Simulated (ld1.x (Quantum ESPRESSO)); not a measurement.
# What one change does to a pseudopotential (Mg (Z = 12), TM)

```
Element                 : magnesium
Generator               : ld1.x (Quantum ESPRESSO) 7.5
Type                    : norm-conserving Troullier–Martins (Kleinman–Bylander form)
Functional              : BP86
Relativity              : fully relativistic
Frozen core             : [He]
Valence charge          : 10
Reference configuration : 2s2 2p6 3s0 3p0 (charge +2)
Partial waves           : 2p (bound): rc 1.25 bohr; 2s (bound): rc 0.65 bohr
Local potential         : the s channel
Core correction         : none
```

Open shells are filled in proportion to 2j + 1 (rel_dist='average').

Change: all radii scaled by about 1.28 (s 0.84, p 1.60 bohr).

Cutoffs: the cutoffs (Ry, on a coarse ladder) from which the occupation-weighted sum of valence levels, in a spherical-Bessel basis at the reference potential, stays within 10 and 1 mRy of its value at 400 Ry; they do not see the model core or the augmentation charge, which bear on the density cutoff. Errors are all-electron minus pseudo energies relative to the spin-unpolarised reference configuration.

Problem. Predict the effect on cutoff, ghosts and configuration errors.

Solution. Of the 7 tests that both files solve, the error grows in 6 and shrinks in 1 by more than 15 % and 0.3 meV (median size 27.1 → 94.0 meV); neither file shows a bound ghost.

```csv
quantity,base,changed
"cutoff, loose",260 Ry,120 Ry
"cutoff, tight",over 300 Ry,230 Ry
loose cutoff by channel (10 mRy a level),"p 100 Ry, s 160 Ry","p 70 Ry, s 100 Ry"
bound ghosts,none,none
"error for 2s2 2p6 3s2 3p0, meV [ΔE -23.00 eV]",+27,+104
"error for 2s2 2p6 3s1 3p0, meV [ΔE -14.91 eV]",+20,+75
"error for 2s2 2p6 3s1.5 3p0, meV [ΔE -19.79 eV]",+24,+94
"error for 2s2 2p5 3s2 3p0, meV [ΔE 35.68 eV]",+350,+983
"error for 2s2 2p6 3s1 3p1, meV [ΔE -19.49 eV]",-17,-25
"error for 2s1 2p6 3s2 3p0, meV [ΔE 68.61 eV]",-98,-83
"error for 2s2 2p6 3s0 3p2, meV [ΔE -15.80 eV]",-76,-202
```
